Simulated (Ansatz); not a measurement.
Two isomers of CH6AlNS: A = `C[NH][AlH][SH]`, B = `NC[S][AlH2]`.

Program: Ansatz. Geometries: PBE0-D4/def2-TZVP. ΔE: electronic, gas phase. CCSD(T)/CBS adds triple-zeta CCSD(T) − MP2 to the extrapolated MP2 energy (def2 sets, frozen cores). DFT in def2-TZVPP. B3LYP here is the variant with VWN-RPA as its local correlation; programs differ in this. Each species was taken in one conformer, which may not be the lowest.

(1) Which isomer does CCSD(T)/CBS put lower? Give the gap. (Best estimate.)

(2) Give E(B) − E(A) in kJ/mol with PBE0-D4, r2SCAN-D4, B3LYP-D4, B2PLYP, CCSD/def2-TZVPP, MP2/def2-TZVPP, HF/def2-TZVPP. (Estimate.)

(3) Does the order hold for the free energy at 298.15 K (harmonic terms from PBE0-D4)? (Best estimate.)

Largest T1 diagnostic: 0.011.

## Answers

(1) The calculation gave: A, by 146.0 kJ/mol.

(2) Computed: PBE0-D4 139.1, r2SCAN-D4 146.7, B3LYP-D4 145.8, B2PLYP 149.2, CCSD/def2-TZVPP 151.0, MP2/def2-TZVPP 150.5, HF/def2-TZVPP 151.4. None reverses the order clearly.

(3) The calculation gave: Yes: G(B) − G(A) = +145.9 kJ/mol, for one conformer each. Modes under 60 cm⁻¹, often nearly free rotors, make the harmonic entropy too high.

At CCSD(T), def2-SVP lies +3.4 kJ/mol from the extrapolated value and def2-TZVPP +2.6 kJ/mol. From BLYP to BHLYP (50 % exact exchange), in def2-TZVPP and without D4, E(B) − E(A) moves by +6.4 kJ/mol.
